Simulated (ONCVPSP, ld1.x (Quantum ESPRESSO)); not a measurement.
# Pseudopotentials across the periodic table

Generated with ld1.x 7.5 (TM, RRKJ, ultrasoft, PAW), atompaw 4.2 or ONCVPSP 4.0.1. The cutoff is in Ry: for ld1.x and atompaw files where the sum of valence levels is converged to 10 mRy in a Bessel basis, for ONCV files where the hardest occupied wave has 1 mHa per electron of residual kinetic energy. The error is the largest all-electron minus pseudo excitation energy over each file’s own four to seven test configurations (ionisations up to +4, promotions, holes and added fractions of an electron), all of which were solved. The labels leave out finer settings (local radius, basis sizes, second energies), which also bear on the numbers. Spin-polarised tests are not counted. The rows are a selection from randomly drawn settings: files with unsolved tests, undetermined cutoffs or missed reference levels are left out.

A true bound ghost makes a file unfit for plane-wave use even where its test errors are small: the radial tests pick states by their node count and pass the ghost by.

```csv
element,potential,cutoff (Ry),largest error (meV),bound ghosts
K,"TM, LDA (PZ), scalar-relativistic, rc 2.10/1.25/4.20 (spd), local s, core correction yes, reference 3s2 3p6 3d1 4s0 4p0",45,+879,none
Zn,"ONCV, LDA (Perdew-Zunger), scalar-relativistic, rc 0.95/0.80/0.75/1.00 (spdf), local smoothed, core correction yes, reference 3s2 3p6 3d10 4s2, qcut 10.2/19.5/20.7/12, projectors 2/2/1/2",342,-14,none
As,"ultrasoft, LDA (PZ), scalar-relativistic, rc 1.75/1.70/1.40 (spd), local smoothed, core correction yes, reference 4s2 4p1",8,-29,"s, d"
Mo,"TM semilocal, PBE, scalar-relativistic, rc 2.30/2.95/1.50 (spd), local p, core correction yes, reference 4d4 5s0 5p0",45,-170,none
Te,"PAW, PBE, scalar-relativistic, rc 1.95/2.30/1.55/1.75 (spdf), local smoothed, core correction yes, reference 4d10 5s2 5p4",60,-144,s
Eu,"TM, LDA (PZ), fully relativistic, rc 3.00/4.20/2.40/3.75 (spdf), local p, core correction no, reference 5d1 6s1 6p0",15,+183,none
Gd,"ONCV, PBEsol, scalar-relativistic, rc 2.00/2.45/2.65/0.90 (spdf), local smoothed, core correction yes, reference 4f7 5s2 5p6 5d1.5 6s1.5, qcut 6.1/6/4.1/19.2, projectors 2/1/2/2",327,+45,"s, p"
```

Problem. Fill in the row for Pt: ONCV, LDA (Perdew-Zunger), scalar-relativistic, rc 1.50/1.70/1.60 (spd), local smoothed, core correction yes, reference 5s2 5p6 5d9 6s1, qcut 8.8/10.1/5.2, projectors 3/2/2.

Solution. cutoff 70 Ry, largest error -149 meV, bound ghosts: none.
